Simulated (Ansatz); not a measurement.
Name a neutral molecule of C, O, S, Si and H with size of the dipole moment (PBE/def2-TZVPP) between 1.00 and 1.30 D and size of the dipole moment (B3LYP/def2-TZVPP) between 1.00 and 1.30 D (Ansatz, PBE0-D4/def2-TZVP geometry).

`C[Si](O)([SiH3])S` (1.16 D, 1.14 D); `OC1[SiH2]S1` (1.18 D, 1.19 D); `O=CS[SiH3]` (1.03 D, 1.14 D); `O[SiH2]CS` (1.15 D, 1.20 D); `CS[SiH2]O` (1.18 D, 1.11 D); `C[SiH](S)C=O` (1.16 D, 1.27 D). Other molecules can fit too; these were computed, each in one conformer that needn't be the lowest.

B3LYP here is the variant with VWN-RPA as its local correlation; programs differ in this.
